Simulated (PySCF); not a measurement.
Gas-phase reaction: InHCl2 + H2 ⇌ InH2Cl + HCl

Energies from PySCF, thermal terms from the rigid-rotor harmonic-oscillator model, ideal gas at 1 bar. † marks an energy on the PBE0/def2-TZVP geometry and frequencies. MP2 and CCSD(T) freeze the core. All species are closed-shell singlets. In: scalar-relativistic def2 core potential, no spin-orbit coupling. InHCl2, InH2Cl: computed as isolated molecules; such fragments, hydroxides, amides, oligomers or adducts are transient or little studied in the gas. MP2 isn't extrapolated to the basis-set limit; its ΔH°(298 K) is 102.0 kJ in def2-SVP and 102.7 kJ in def2-TZVPP. CCSD(T) isn't extrapolated to the basis-set limit; its ΔH°(298 K) is 93.6 kJ in def2-SVP and 93.6 kJ in def2-TZVPP. The harmonic model lacks anharmonicity and excited electronic states, which grow with temperature; levels with a mode under 35 cm⁻¹ are left out. Soft modes under 120 cm⁻¹ make the harmonic entropy rough for InHCl2.

| level | ΔE electronic, kJ | ΔH°(298 K), kJ | ΔS°(298 K), J/K | ΔG°(1200 K), kJ |
|---|---|---|---|---|
| BLYP/def2-TZVP† | 95 | 96 | 19 | 79 |
| CCSD(T)/def2-SVP† | 92 | 94 | 19 | 77 |
| CCSD(T)/def2-TZVPP† | 92 | 94 | 19 | 77 |
| MP2/def2-SVP† | 101 | 102 | 19 | 85 |
| PBE/def2-TZVP† | 94 | 95 | 19 | 78 |
| PBE0/def2-SVP† | 91 | 92 | 19 | 75 |
ΔH° is lowest at PBE0/def2-SVP† and highest at MP2/def2-SVP†. No reference value is set beside these.
